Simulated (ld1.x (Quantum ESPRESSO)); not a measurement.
**Reading a pseudo-wave (Ni (Z = 28))**

Columns: radius, all-electron u(r) and pseudo u(r) of the 3d shell (level -13.23 eV) of nickel in the configuration [Ne] 3s2 3p6 3d8 4s1.5 4p0; PBEsol, scalar-relativistic, RRKJ scheme, ld1.x (Quantum ESPRESSO) 7.5.

```tsv
r (bohr)	all-electron	pseudo
0.053	0.0207	0.0034
0.105	0.1050	0.0253
0.158	0.2400	0.0812
0.210	0.3908	0.1754
0.262	0.5376	0.3058
0.315	0.6696	0.4650
0.368	0.7777	0.6333
0.420	0.8595	0.7887
0.473	0.9192	0.9205
0.525	0.9570	1.0129
0.578	0.9776	1.0655
0.630	0.9834	1.0793
0.683	0.9780	1.0633
0.735	0.9641	1.0287
0.788	0.9434	0.9845
0.840	0.9185	0.9403
0.893	0.8899	0.8987
0.945	0.8598	0.8621
0.998	0.8279	0.8281
1.050	0.7960	0.7960
1.102	0.7641	0.7641
1.155	0.7318	0.7318
1.208	0.7001	0.7001
1.260	0.6697	0.6697
1.313	0.6396	0.6396
1.365	0.6111	0.6111
```

Problem. How many radial nodes do the two functions have?

Solution. The all-electron 3d function has n − l − 1 = 0; the pseudo-wave has 0.

Problem. At about which radius was the pseudo-wave matched?

Solution. 1.05 bohr, where the columns begin to agree (steps of 0.05 bohr).

Problem. Is the pseudo-wave norm-conserving?

Solution. Yes: the RRKJ scheme keeps the norm inside the radius equal to the all-electron one, which fixes the energy derivative of the logarithmic derivative at the level.
